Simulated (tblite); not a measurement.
C₆H₁₂P₂.
Geometry (GFN2-xTB, Å), atoms numbered from 1 in this order:
```
atom  x, y, z in Å
C1     3.8774    1.2045   -0.1139
C2     2.8072    0.8371   -0.5060
C3     1.5046    0.3979   -0.9388
P4     0.3006    0.4139    0.5021
C5     1.0251   -1.0129    1.4370
P6    -1.2926   -0.6979   -0.5317
C7    -2.0421    0.7405   -1.4320
C8    -2.4779   -0.7496    0.8927
H9     4.8220    1.5293    0.2054
H10    1.1265    1.0824   -1.7045
H11    1.5612   -0.6124   -1.3572
H12    1.0223   -1.9225    0.8373
H13    2.0479   -0.7571    1.7109
H14    0.4517   -1.1770    2.3479
H15   -1.4386    0.9786   -2.3061
H16   -2.1122    1.6169   -0.7894
H17   -3.0372    0.4551   -1.7699
H18   -3.4590   -1.0404    0.5201
H19   -2.5462    0.2209    1.3820
H20   -2.1459   -1.4967    1.6112
```

Level: GFN2-xTB in tblite, geometry and Hessian alike; calculated harmonic values, unscaled, isolated species. Against measured fundamentals such values can be off by several per cent, at times by over 20. One conformer, not necessarily the lowest.

Harmonic wavenumbers (cm⁻¹): 41.5, 46.1, 84.3, 135.9, 139.5, 153.1, 178.6, 194.0, 203.3, 230.1, 255.9, 291.2, 297.2, 385.4, 493.9, 622.3, 636.0, 700.5, 709.5, 730.8, 743.9, 786.6, 823.1, 853.4, 873.6, 900.4, 905.7, 940.7, 1004.4, 1101.7, 1177.5, 1313.7, 1317.0, 1319.1, 1396.5, 1437.4, 1441.7, 1448.9, 1450.8, 1456.5, 1463.2, 2284.5, 2913.5, 2934.1, 2984.4, 2989.2, 2992.3, 3000.0, 3003.4, 3005.7, 3010.5, 3012.6, 3015.5, 3398.3.

A = 2819, B = 809.6, C = 688.9 MHz; mass 146.041 u (most abundant isotopes); point group C1, symmetry number 1.

Zero-point energy?

½Σν̃ = 34614 cm⁻¹ = 414.08 kJ/mol.

What is S at 298.15 K and 1 bar for an ideal gas of classical rigid rotors and harmonic oscillators?

Translation 171.01, rotation 124.28, vibration 169.42: S = 464.7 J/(mol K).

And Cp and H(298.15 K) − H(0)?

Cp = 191.22 J/(mol K), of which vibrations give 157.96 (their classical limit is 54 R = 449.0); H(298.15 K) − H(0) = 35.76 kJ/mol without the zero-point energy, 25.85 from vibrations.

How do the functions run with temperature in this model?

```
T (K)  S (J/(mol K))  Cp (J/(mol K))  H − H(0) (kJ/mol)  G − H(0) (kJ/mol)  ln q(vib)
  100          312.0           100.8               6.48             -24.72       2.59
  200          397.4           148.6              19.07             -60.41       6.41
  300          465.9           192.0              36.12            -103.65      10.02
  500          581.7           263.1              82.06            -208.79      16.64
  800          721.5           331.5             172.08            -405.10      25.44
 1000          799.0           362.8             241.65            -557.32      30.67
```

q(vib) and H(0) count from the zero-point level.

What must be added to the electronic energy to get the Gibbs energy at 298.15 K and 1 bar?

ZPE + [H(298.15 K) − H(0)] − T·S = 414.08 + 35.76 − 138.56 = 311.28 kJ/mol.

Hindered rotation and anharmonicity are outside this model. Other conformers, if any are populated, would add a mixing term that is left out. The structure is chiral; the term R ln 2 for an equal mix with its mirror image is left out.

The run took 0.72 s on an Arm Neoverse V2 with one thread, shared host with 96 logical CPUs at a one-minute load of 32. This covers the Hessian and the dipole derivatives.
